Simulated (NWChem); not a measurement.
System: H4BO3 cation; SMILES OB([OH2+])O

```xyz
8

O      1.3958     0.0257     0.0350
B      0.0865     0.1730    -0.0109
O     -0.6707     1.2465    -0.0240
O     -0.5340    -1.1984    -0.0549
H      1.9373     0.8234     0.1062
H     -1.6310     1.2787     0.0181
H      0.0729    -1.9630    -0.0882
H     -1.4468    -1.4156    -0.3089
```
Atoms are numbered in this order, from 1.

Results from NWChem. Pople sets run with spherical d functions. Structure relaxed at the PBE0/def2-SVP level. Atomic charges in e: unrestrained fits to the electrostatic potential beside Mulliken populations; buried atoms are poorly determined by the fit.

For level Hartree-Fock/6-31G*:

- ESP O1 = -0.73
- Mulliken O1 = -0.69
- ESP B2 = 1.08
- Mulliken B2 = 0.99
- ESP O3 = -0.77
- Mulliken O3 = -0.68
- ESP O4 = -0.71
- Mulliken O4 = -0.83

Task: How do the values read with level B3LYP/def2-SVP instead?

Result: The ESP O1 is -0.61, the Mulliken O1 is -0.07 and the ESP B2 is 0.85. The Mulliken B2 is 0.09 and the ESP O3 comes out as -0.64. The Mulliken O3 comes out as -0.05 and the ESP O4 is -0.57. The Mulliken O4 comes out as -0.01.
